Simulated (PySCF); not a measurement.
Species: C4H5ClF2O.
Structure used (PBE0-D3(BJ)/def2-SVP), in Å, numbered top down from 1:
```xyz
13
C4H5ClF2O angstrom
C     -2.374   -0.371   -0.978
C     -1.493   -0.209    0.004
Cl    -1.978    0.234    1.617
O     -0.174   -0.457   -0.155
C      0.748    0.487    0.266
F      0.740    1.552   -0.587
C      2.119   -0.143    0.223
F      2.217   -1.101    1.186
H     -3.441   -0.253   -0.796
H     -2.013   -0.639   -1.971
H      0.495    0.851    1.276
H      2.872    0.643    0.395
H      2.276   -0.590   -0.772
```

Computed with PySCF at CAM-B3LYP/def2-SVPD, non-relativistic, on one gas-phase PBE0-D3(BJ)/def2-SVP geometry that isn't relaxed in the solvent. The solvent is an IEF-PCM continuum (van der Waals radii × 1.2), and excitations are vertical TDDFT with non-equilibrium linear response and a frozen core. The model holds no explicit solvent molecules, cavitation or dispersion.

Gas-phase singlets (H = HOMO, L = LUMO):

| state | E (eV) | λ (nm) | f | leading configurations |
| --- | --- | --- | --- | --- |
| S1 | 6.504 | 191 | 0.019 | H→L+1 48%, H→L 15% |
| S2 | 6.851 | 181 | 0.338 | H→L 81%, H→L+1 11% |
| S3 | 7.295 | 170 | 0.007 | H→L+3 56%, H→L+1 24% |
| S4 | 7.951 | 156 | 0.001 | H-1→L 89% |
| S5 | 8.132 | 152 | 0.016 | H-2→L 76% |

What are the lowest 5 singlets in dichloromethane (ε = 8.93)?

```json
{"state": "S1", "E (eV)": "6.492", "λ (nm)": "191", "f": "0.072", "leading configurations": "H→L+1 39%, H→L 32%", "change by rank (eV)": "-0.012"}
{"state": "S2", "E (eV)": "6.723", "λ (nm)": "184", "f": "0.363", "leading configurations": "H→L 65%, H→L+1 23%", "change by rank (eV)": "-0.128"}
{"state": "S3", "E (eV)": "7.279", "λ (nm)": "170", "f": "0.008", "leading configurations": "H→L+3 41%, H→L+1 24%", "change by rank (eV)": "-0.016"}
{"state": "S4", "E (eV)": "7.991", "λ (nm)": "155", "f": "0.002", "leading configurations": "H-1→L 80%, H-2→L 10%", "change by rank (eV)": "+0.040"}
{"state": "S5", "E (eV)": "8.150", "λ (nm)": "152", "f": "0.016", "leading configurations": "H-2→L 72%, H-3→L 9%", "change by rank (eV)": "+0.018"}
```

Give the list for acetonitrile (ε = 35.69), n² = 1.81.

```csv
state,E (eV),λ (nm),f,leading configurations,change by rank (eV)
S1,6.502,191,0.062,"H→L+1 40%, H→L 30%",-0.002
S2,6.747,184,0.359,"H→L 67%, H→L+1 22%",-0.104
S3,7.283,170,0.008,"H→L+3 41%, H→L+1 24%",-0.012
S4,7.995,155,0.002,"H-1→L 78%, H-2→L 12%",+0.044
S5,8.152,152,0.014,"H-2→L 70%, H-3→L 10%",+0.020
```

The ground-state energy changes by -0.215 eV from gas to acetonitrile. By how much does the total energy of gas-phase S2 change?

E(S2) = E(S0) + excitation energy, so it changes by -0.215 − 0.104 = -0.319 eV: it is lowered more than the ground state, which is what a red shift means. This is the vertical state, with the slow part of the continuum still set for S0.

How do the frontier levels move from gas to acetonitrile?

```
orbital  gas (eV)  solvent (eV)  change (eV)                    Löwdin shares, gas               Löwdin shares, solvent
 LUMO+2      1.59          1.72        +0.13  C7 24 %, Cl3 19 %, H12 14 %, F8 11 %   Cl3 19 %, F8 19 %, C7 18 %, O4 9 %
 LUMO+1      1.10          1.20        +0.10     Cl3 42 %, C2 13 %, C1 9 %, C5 8 %    Cl3 44 %, C2 14 %, C1 9 %, C5 7 %
   LUMO      0.79          0.88        +0.09    C2 32 %, C1 28 %, Cl3 14 %, O4 8 %   C2 32 %, C1 27 %, Cl3 15 %, O4 8 %
   HOMO     -8.88         -8.81        +0.07   C1 34 %, C2 26 %, Cl3 20 %, O4 11 %  C1 34 %, C2 27 %, Cl3 20 %, O4 11 %
 HOMO-1    -10.92        -10.87        +0.05              Cl3 77 %, O4 5 %, C2 5 %             Cl3 71 %, C2 5 %, C1 4 %
 HOMO-2    -11.08        -10.99        +0.09    O4 33 %, Cl3 25 %, C5 11 %, F6 8 %   O4 35 %, Cl3 25 %, C5 10 %, F6 7 %
 HOMO-3    -11.58        -11.51        +0.07   Cl3 30 %, O4 16 %, F8 11 %, F6 10 %  Cl3 32 %, O4 16 %, F8 10 %, C7 10 %
```

The HOMO–LUMO gap goes from 9.67 to 9.69 eV. Rows go by rank; for LUMO+2 the atom shares or the degeneracy differ between the runs, so the row needn't follow one orbital.
